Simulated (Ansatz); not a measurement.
Geometry optimisation, Ansatz 0.2.0, RKS PBE/def2-SVP.

The input (input.yaml):

```yaml
crystal:
  periodic: [false, false, false]
  atoms:
    - { symbol: W, position_ang: [0.0, 0.0, 0.0] }
    - { symbol: H, position_ang: [0.0, 0.0, 2.07] }
    - { symbol: F, position_ang: [1.85, 0.0, 0.0] }
    - { symbol: F, position_ang: [0.0, 1.85, 0.0] }
    - { symbol: F, position_ang: [-1.85, 0.0, 0.0] }
    - { symbol: F, position_ang: [0.0, -1.85, 0.0] }
    - { symbol: H, position_ang: [0.0, 0.0, -1.72] }
    - { symbol: Br, position_ang: [1.8861, 1.9648, 0.905] }
    - { symbol: H, position_ang: [0.6964, 0.7254, 2.129] }
basis:
  gaussian: { orbitals: def2-SVP }
hamiltonian:
  xc: pbe
relax:
  f_tol: 0.15
  max_steps: 25
  restrain:
    - { distance: [0, 7], at: 3.77, k: 30.0 }
    - { distance: [8, 1], at: 1.86, k: 30.0 }
    - { distance: [0, 1], at: 1.72, k: 30.0 }
    - { distance: [8, 7], at: 1.55, k: 30.0 }
output:
  orbitals: {}
```

Command:

```bash
$ ansatz run input.yaml --threads 4 --pin off --max-ram 5120MiB --backend cpu --events-out ev --progress --plain --runs-dir out
```

Problem. Where does it end, and by what steps?

Solution. The forces met the threshold. The restraints hold the end off the free minimum; the threshold counts their pulls, which the force column leaves out. Restrained pairs: W1–Br8 (2.87 → 3.77 Å), H2–H9 (1.01 → 1.86 Å), W1–H2 (2.07 → 1.72 Å), Br8–H9 (2.11 → 1.51 Å). After 12 steps the energy has fallen by 4.840 eV (the restraints' own energy left out); H9 moved furthest, 1.06 Å.

```json
{"step": "0", "energy less start (eV)": "0.0000", "largest force component (eV/Å)": "5.106", "accepted": "yes"}
{"step": "1", "energy less start (eV)": "-0.7980", "largest force component (eV/Å)": "3.849", "accepted": "yes"}
{"step": "2", "energy less start (eV)": "-1.4322", "largest force component (eV/Å)": "4.144", "accepted": "yes"}
{"step": "3", "energy less start (eV)": "-2.4692", "largest force component (eV/Å)": "3.183", "accepted": "yes"}
{"step": "4", "energy less start (eV)": "-3.6119", "largest force component (eV/Å)": "1.055", "accepted": "yes"}
{"step": "5", "energy less start (eV)": "-4.0969", "largest force component (eV/Å)": "0.832", "accepted": "yes"}
{"step": "6", "energy less start (eV)": "-4.3988", "largest force component (eV/Å)": "1.021", "accepted": "yes"}
{"step": "7", "energy less start (eV)": "-4.6550", "largest force component (eV/Å)": "0.867", "accepted": "yes"}
{"step": "8", "energy less start (eV)": "-4.6756", "largest force component (eV/Å)": "0.838", "accepted": "yes"}
{"step": "9", "energy less start (eV)": "-4.7003", "largest force component (eV/Å)": "0.867", "accepted": "yes"}
{"step": "10", "energy less start (eV)": "-4.7424", "largest force component (eV/Å)": "0.848", "accepted": "yes"}
{"step": "11", "energy less start (eV)": "-4.7952", "largest force component (eV/Å)": "0.809", "accepted": "yes"}
{"step": "12", "energy less start (eV)": "-4.8397", "largest force component (eV/Å)": "0.793", "accepted": "yes"}
```

```xyz
9
Properties=species:S:1:pos:R:3
W -0.183 -0.202 -0.004
H 0.085 0.287 1.624
F 1.518 -0.863 0.398
F -0.759 1.569 -0.149
F -2.001 -0.486 0.367
F -0.369 -1.880 -0.825
H 0.618 0.382 -1.396
Br 2.293 2.353 1.248
H 1.381 1.528 2.121
```

The run took 29 s on 4 threads of Arm Neoverse V2, on a shared host, peak memory 0.21 GiB.
